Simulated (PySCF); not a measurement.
SbCl4, SMILES [Cl][Sb]([Cl])([Cl])[Cl], multiplicity 2. Atoms are numbered in the order given.

```xyz
5

Sb     0.0000     0.0000     0.0000
Cl    -1.4024     1.4024     1.4024
Cl     1.4024     1.4024    -1.4024
Cl     1.4024    -1.4024     1.4024
Cl    -1.4024    -1.4024    -1.4024
```
Charge 0, spin multiplicity 2.

Geometry optimised at PBE-D3(BJ)/def2-SVP. The spin state was assumed, not searched. The isomer is the one that the SMILES or the coordinates give; other isomers of the formula were not compared. The def2 effective core potentials stand for the cores of Sb; spin–orbit coupling is left out.

All values below come from PySCF with M06-2X/def2-TZVP.

ESP charges are fitted to the potential on shells at 1.4 to 2.0 van der Waals radii. Atomic charges (e):

```
atom  ESP fit  Löwdin  Mulliken  Mulliken spin
----  -------  ------  --------  -------------
Sb1      0.45    0.20      1.05           0.21
Cl2     -0.11   -0.05     -0.26           0.20
Cl3     -0.11   -0.05     -0.26           0.20
Cl4     -0.11   -0.05     -0.26           0.20
Cl5     -0.11   -0.05     -0.26           0.20
```
